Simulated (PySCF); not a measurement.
## Radial density of Hg (mercury, neutral)

UHF, [Xe] 4f14 5d10 6s1 7s1, high-spin 3S determinant (an excited configuration). Calculation: PySCF 2.14, in aug-cc-pVTZ-PP with ECP60MDF (6s6p5d3f2g, 88 functions); a scalar-relativistic core potential. This is the valence pseudo-density: the core potential removes the inner electrons and smooths the orbitals near the nucleus.

```csv
r (bohr),4πr²ρ (e/bohr),4πr²(ρα − ρβ)
0.0457,1.804e-05,0.0000
0.0768,4.513e-05,0.0000
0.129,0.0002346,0.0000
0.217,0.004562,0.0001
0.366,0.2305,0.0053
0.615,6.905,0.0756
1.03,17.96,-0.1160
1.74,6.268,0.4318
2.93,0.8715,0.3798
4.92,0.1143,0.1085
8.28,0.1726,0.1726
13.9,0.007743,0.0077
```

Energies and moments cover only the electrons outside the core potential. Spin-orbit coupling, which splits the p, d and f shells strongly at this Z, is absent. The outer electron is Rydberg-like, and this basis confines it to a smaller radius and binds it less than a complete one would.

Problem. Where is the radial spin density 4πr²(ρα − ρβ) most negative, and why is it negative at all?

Solution. Around r = 1.03 bohr, down to -0.1160 e/bohr: exchange with the open shell polarises the paired shells in an unrestricted calculation.
